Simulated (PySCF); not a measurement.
2-methoxybut-1-en-3-yne (C5H6O), SMILES C#CC(=C)OC.

Geometry: B3LYP-D3(BJ)/def2-SVP. The values are those of a single conformer.

Method: ωB97X/def2-TZVP (PySCF).

Symmetry labels are those of the subgroup Cs that the program uses (full group Cs).

Computed valence orbital energies around the gap with their symmetry:
```json
[
 {"orbital": "HOMO−7", "symmetry": "A\"", "energy (eV)": "-15.92"},
 {"orbital": "HOMO−6", "symmetry": "A'", "energy (eV)": "-14.24"},
 {"orbital": "HOMO−5", "symmetry": "A'", "energy (eV)": "-13.94"},
 {"orbital": "HOMO−4", "symmetry": "A\"", "energy (eV)": "-13.03"},
 {"orbital": "HOMO−3", "symmetry": "A'", "energy (eV)": "-12.30"},
 {"orbital": "HOMO−2", "symmetry": "A\"", "energy (eV)": "-11.09"},
 {"orbital": "HOMO−1", "symmetry": "A'", "energy (eV)": "-10.86"},
 {"orbital": "HOMO", "symmetry": "A\"", "energy (eV)": "-8.69"},
 {"orbital": "LUMO", "symmetry": "A\"", "energy (eV)": "1.34"},
 {"orbital": "LUMO+1", "symmetry": "A'", "energy (eV)": "2.69"},
 {"orbital": "LUMO+2", "symmetry": "A'", "energy (eV)": "3.61"},
 {"orbital": "LUMO+3", "symmetry": "A'", "energy (eV)": "4.18"}
]
```
